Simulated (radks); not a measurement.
Results of a calculation; reference values are marked as such.
Species: Ta XXIX. Configuration: [Kr] 4d9 (the NIST ground configuration). Level of theory: Dirac Kohn-Sham, PBE, spin-unpolarised, spherical densities, finite nucleus; open shells fill j = l - 1/2 first; Fermi nuclear charge, rms radius 5.3507 fm (a radial shooting solver on a logarithmic mesh with Libxc functionals).

Spin-orbit splittings of the eigenvalues, e(l+1/2) - e(l-1/2), with zeta = 2 splitting/(2l+1) and mean radii in bohr:

| shell | occ. | splitting (eV) | zeta (eV) | <r> j=l-1/2 | <r> j=l+1/2 |
|---|---|---|---|---|---|
| 2p | 6 | 1269 | 846.0 | 0.06490 | 0.07275 |
| 3p | 6 | ? | ? | 0.1935 | 0.2077 |
| 3d | 10 | 59.90 | 23.96 | 0.1820 | 0.1864 |
| 4p | 6 | 76.49 | 51.00 | 0.4309 | 0.4550 |
| 4d | 9 | 15.74 | 6.295 | 0.4513 | 0.4583 |
| 5p | 0 | 28.12 | 18.74 | 0.8001 | 0.8330 |

Estimate the 3p splitting.

Answer. 275.6 eV (zeta = 183.7 eV).
